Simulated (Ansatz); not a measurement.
CH$_{7}$Al$_{2}$N (`[CH3][AlH][NH][AlH2]`), relaxed with RKS PBE-D4/def2-SVP in the Gaussian-basis code of Ansatz from a rough embedded geometry. The force threshold is 0.03 eV/Å; the program also tests the step.

Total charge 0; spin multiplicity 1.

Start:

```xyz
11

C    -0.589    1.791   -0.050
Al    0.435    0.431   -0.977
N    -0.249   -1.318   -0.949
Al   -0.043   -2.071    0.836
H     0.086    2.437    0.622
H    -1.074    2.539   -0.800
H    -1.415    1.370    0.570
H     1.983    0.544   -0.836
H     0.316   -1.921   -1.629
H    -0.948   -1.468    1.955
H     1.498   -2.334    1.257
```

**Question.** By how much does the energy fall, and how many steps does the optimiser take? (An estimate is asked.)

**Answer.** The calculation gave: 33.84 kcal/mol, in 14 steps.

**Question.** Which bonds change most? (An estimate is asked.)

**Answer.** The calculation gave: N3–Al4 from 1.948 to 1.806 Å; Al2–N3 from 1.879 to 1.816 Å; C1–H6 from 1.165 to 1.112 Å; Al2–H8 from 1.559 to 1.603 Å.

**Question.** Give the relaxed structure. (Best estimate.)

**Answer.** Ansatz gave: 
```xyz
11

C    -0.622    1.817    0.020
Al    0.544    0.585   -0.963
N     0.711   -1.143   -0.431
Al   -0.056   -2.034    0.939
H    -0.020    2.613    0.511
H    -1.324    2.338   -0.666
H    -1.219    1.313    0.808
H     1.398    1.025   -2.246
H     1.357   -1.704   -1.003
H    -1.079   -1.235    1.871
H     0.309   -3.575    1.160
```
